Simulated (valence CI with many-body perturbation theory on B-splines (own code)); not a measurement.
E1 line list for Ce+

Calculated by relativistic CI+MBPT: three valence electrons over a frozen Dirac-Fock core [Xe], radial functions for each j: 7 s, 7 p, 7 d, 7 f, 4 g, 2 h, with the one-electron correlation potential Σ1, the two-electron term Σ2, the three-electron term Σ3, Breit, model QED; selected CI, second order for the rest, scaled by the run's own slope (own B-spline code, finite nucleus).

Against 89 measured levels this calculation errs by 839 cm⁻¹ on average and by 1676 at most. These come from a selection out of the NIST Handbook of Basic Atomic Spectroscopic Data. Levels without a partner in it may be off by more, other configurations by several thousand cm⁻¹. 1 measured level below the end of the list, from 5119 cm⁻¹ on, found no clear computed partner.

Lines 1 to 50 of 457 in falling wavelength, among levels below 20278 cm⁻¹, chosen from the strongest by gf and those to the six lowest levels. Wavelengths and rates use the calculated energies, so an error of 800 cm⁻¹ moves a line at 24470 Å by 20 % and its rate by three times that or more. Electric multipoles are in the length gauge, E1 and E2 with the static RPA response of the core. Weak lines are less certain than strong ones. Lines between different terms over intervals too small for the method are left out, as are lines whose strength nearly cancels and 74 of this kind that miss the measured wavelength by over 7 %. Where a level lies close to another of its J and parity, the split of strength between their lines is uncertain. The highest levels of a list are the least certain.

Names give the largest LS component (configuration and term), which can be under half, so a name can repeat, a term be missing and a line seem to break the LS rules; names also repeat where a configuration has a term twice. Letters in brackets count levels of one name in rising energy.

| λ vac (Å) | λ from measured levels | Upper | Lower | A (s⁻¹) | S (a.u.) |
| --- | --- | --- | --- | --- | --- |
| 24470 | 25780 | 4f2.5d 4G_7/2 [a] | 4f.5d2 4G°_7/2 [a] | 5.59e+03 | 3.24e-01 |
| 24420 |  | 4f.5d2 2H°_9/2 [b] | 4f2.6s 2H_9/2 | 4.30e+03 | 3.09e-01 |
| 24330 |  | 4f2.5d 2F_7/2 [b] | 4f.5d2 2G°_9/2 [d] | 7.69e+03 | 4.37e-01 |
| 24220 | 25480 | 4f2.5d 4G_9/2 [a] | 4f.5d2 4G°_9/2 [a] | 1.15e+04 | 8.09e-01 |
| 23540 |  | 4f.5d2 2I°_13/2 [b] | 4f2.5d 2I_13/2 | 1.43e+04 | 1.29e+00 |
| 23500 |  | 4f2.5d 4G_5/2 [a] | 4f.5d2 4G°_5/2 [a] | 7.44e+03 | 2.86e-01 |
| 23430 |  | 4f2.5d 4F_9/2 [a] | 4f.5d2 2H°_9/2 [b] | 4.31e+03 | 2.74e-01 |
| 23320 |  | 4f2.5d 2K_13/2 | 4f.5d2 2K°_13/2 | 2.27e+04 | 1.99e+00 |
| 22440 |  | 4f2.6s 4H_7/2 | 4f.5d2 2G°_9/2 [a] | 1.16e+03 | 5.18e-02 |
| 22280 |  | 4f.5d2 2I°_11/2 [b] | 4f2.5d 2I_11/2 | 1.16e+04 | 7.61e-01 |
| 22140 |  | 4f2.5d 4G_11/2 [b] | 4f.5d2 4F°_9/2 [b] | 1.01e+04 | 6.46e-01 |
| 21910 |  | 4f.5d2 4F°_7/2 [c] | 4f2.5d 2H_9/2 [a] | 7.01e+03 | 2.91e-01 |
| 21780 |  | 4f2.5d 4G_7/2 [c] | 4f.5d2 4D°_5/2 [b] | 1.13e+04 | 4.61e-01 |
| 21310 |  | 4f.5d2 2H°_11/2 [d] | 4f2.5d 2H_11/2 [a] | 6.76e+03 | 3.87e-01 |
| 20930 | 22250 | 4f2.5d 4G_9/2 [a] | 4f.5d2 2G°_9/2 [b] | 5.02e+03 | 2.27e-01 |
| 20880 |  | 4f2.5d 4H_11/2 [a] | 4f.5d2 2H°_9/2 [a] | 1.14e+04 | 6.17e-01 |
| 20810 |  | 4f2.6s 4H_9/2 | 4f.5d2 2G°_9/2 [a] | 3.39e+03 | 1.51e-01 |
| 20200 |  | 4f2.5d 2G_9/2 [b] | 4f.5d2 4D°_7/2 [b] | 8.96e+03 | 3.64e-01 |
| 20100 |  | 4f.5d2 2H°_11/2 [d] | 4f2.6s 2H_11/2 | 1.93e+04 | 9.26e-01 |
| 19770 |  | 4f2.5d 4H_9/2 [a] | 4f.5d.6s 4G°_7/2 | 2.74e+04 | 1.04e+00 |
| 19740 | 20510 | 4f2.5d 4G_9/2 [a] | 4f.5d2 4G°_7/2 [a] | 9.98e+03 | 3.79e-01 |
| 19690 |  | 4f.5d2 2G°_9/2 [d] | 4f2.5d 2H_11/2 [a] | 1.10e+04 | 4.15e-01 |
| 19670 |  | 4f2.5d 4H_11/2 [a] | 4f.5d.6s 4G°_9/2 | 1.57e+04 | 7.08e-01 |
| 19660 |  | 4f2.5d 2G_9/2 [a] | 4f.5d2 4F°_7/2 [b] | 9.75e+03 | 3.66e-01 |
| 19510 | 18510 | 4f2.5d 4H_7/2 [a] | 4f.5d2 4G°_5/2 [b] | 1.26e+04 | 3.70e-01 |
| 18930 |  | 4f2.5d 4P_5/2 | 4f.5d.6s 4D°_7/2 | 1.63e+04 | 3.28e-01 |
| 18870 |  | 4f2.5d 4P_3/2 | 4f.5d.6s 4D°_5/2 | 1.57e+04 | 2.08e-01 |
| 18760 |  | 4f2.6s 2H_9/2 | 4f.5d2 4H°_7/2 [b] | 1.25e+03 | 4.07e-02 |
| 18690 | 19180 | 4f2.5d 4H_7/2 [a] | 4f.5d.6s 4G°_5/2 | 2.33e+04 | 6.01e-01 |
| 18400 |  | 4f.5d2 2H°_9/2 [c] | 4f2.5d 2H_9/2 [a] | 1.19e+04 | 3.65e-01 |
| 18150 |  | 4f2.5d 4G_11/2 [b] | 4f.5d2 2H°_11/2 [c] | 9.64e+03 | 3.41e-01 |
| 17980 |  | 4f2.5d 4P_5/2 | 4f.5d2 4S°_3/2 | 1.12e+04 | 1.93e-01 |
| 17860 | 17260 | 4f2.5d 4H_13/2 [a] | 4f.5d.6s 4G°_11/2 | 3.89e+04 | 1.53e+00 |
| 17540 |  | 4f2.5d 2G_7/2 [c] | 4f.5d2 2G°_9/2 [d] | 9.14e+03 | 1.95e-01 |
| 16890 | 17730 | 4f2.5d 4G_11/2 [a] | 4f.5d2 2G°_9/2 [b] | 7.99e+03 | 2.28e-01 |
| 16570 |  | 4f.5d2 2G°_9/2 [e] | 4f2.6s 2G_7/2 | 2.28e+04 | 5.13e-01 |
| 16440 | 17290 | 4f2.5d 4G_11/2 [a] | 4f.5d.6s 4F°_9/2 | 1.02e+04 | 2.68e-01 |
| 16290 |  | 4f2.6s 4H_11/2 | 4f.5d2 2G°_9/2 [a] | 2.37e+03 | 6.06e-02 |
| 16280 |  | 4f2.5d 2I_13/2 | 4f.5d.6s 4H°_11/2 | 2.03e+04 | 6.05e-01 |
| 16160 |  | 4f2.5d 2H_9/2 [a] | 4f.5d2 4H°_7/2 [b] | 7.69e+03 | 1.60e-01 |
| 16000 |  | 4f2.6s 2H_9/2 | 4f.5d2 2G°_9/2 [a] | 3.39e+03 | 6.86e-02 |
| 15910 |  | 4f2.5d 4F_5/2 [b] | 4f.5d.6s 2F°_7/2 [b] | 2.99e+04 | 3.57e-01 |
| 15890 |  | 4f.5d2 2H°_9/2 [c] | 4f2.6s 2H_9/2 | 2.62e+04 | 5.19e-01 |
| 15820 |  | 4f2.5d 2G_7/2 [c] | 4f.5d2 2F°_5/2 [b] | 1.56e+04 | 2.43e-01 |
| 15590 |  | 4f2.5d 4G_9/2 [b] | 4f.5d2 2G°_9/2 [c] | 1.66e+04 | 3.11e-01 |
| 15580 |  | 4f.5d2 2D°_5/2 [d] | 4f2.6s 2G_7/2 | 2.96e+04 | 3.31e-01 |
| 15520 |  | 4f2.5d 2I_11/2 | 4f.5d.6s 4H°_9/2 | 8.76e+03 | 1.94e-01 |
| 15420 | 14970 | 4f2.5d 4G_7/2 [a] | 4f.5d.6s 4F°_5/2 | 1.32e+04 | 1.92e-01 |
| 15380 |  | 4f2.5d 2D_3/2 [b] | 4f.5d2 2F°_5/2 [b] | 2.62e+04 | 1.88e-01 |
| 15340 |  | 4f.5d.6s 2H°_11/2 | 4f2.5d 2I_11/2 | 7.30e+03 | 1.56e-01 |
